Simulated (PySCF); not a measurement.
formamidinium (CH5N2), SMILES C(=[NH2+])N, charge +1. Atoms are numbered in the order given.

```xyz
8

N      0.0000     1.1682    -0.1757
C      0.0000     0.0000     0.4278
N      0.0000    -1.1682    -0.1757
H      0.0000     1.2718    -1.1893
H      0.0000     2.0229     0.3753
H      0.0000     0.0000     1.5203
H      0.0000    -1.2718    -1.1893
H      0.0000    -2.0229     0.3753
```
Charge +1, spin multiplicity 1.

Geometry optimised at PBE-D3(BJ)/def2-TZVP. The values are those of a single conformer.

Two levels are set side by side: PBE/pcSseg-2 (PySCF) and HF/pcSseg-2 (PySCF). GIAO shifts against NH3 (¹⁵N), TMS (¹H), TMS (¹³C) at the same level; non-relativistic, no solvent, atoms listed together averaged. Differences are taken from unrounded values.

```tsv
quantity	HF
δ(¹⁵N) of N1, N3 (ppm)	111.6
δ(¹³C) of C2 (ppm)	175.7
δ(¹H) of H6 (ppm)	8.36
```

Task: What does PBE give, and how far is it from HF? (An estimate is asked for; the answer gives what the named calculation found.)

Result: 
```tsv
quantity	PBE	PBE minus HF
δ(¹⁵N) of N1, N3 (ppm)	132.6	21.1
δ(¹³C) of C2 (ppm)	162.8	-12.8
δ(¹H) of H6 (ppm)	7.82	-0.54
```

Rough cost on one machine, each run with all the roots and properties that it gave: HF against PBE within a factor of 2.
